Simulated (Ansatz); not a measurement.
BrGaH2 (SMILES [GaH2][Br]) moved off its minimum; all values from Ansatz (a program for electronic structure), cores frozen in correlated methods.
(charge 0, multiplicity 1)
```xyz
4

Ga    -0.4981    -0.8346     0.1994
H     -0.0708    -2.0176     1.2556
H     -1.9242    -1.0624    -0.7509
Br     0.6039     0.8314    -0.0582
```

Problem. Give the forces (eV/Å), the total energy and the dipole at CCSD(T)/aug-cc-pVTZ.

Solution. 
| atom | Fx | Fy | Fz |
|---|---|---|---|
| Ga1 | -5.020 | -6.786 | 0.516 |
| H2 | -0.154 | 0.583 | -0.444 |
| H3 | 1.207 | 0.226 | 0.816 |
| Br4 | 3.966 | 5.977 | -0.887 |
Energy -4497.2078 hartree, dipole 0.28 D.
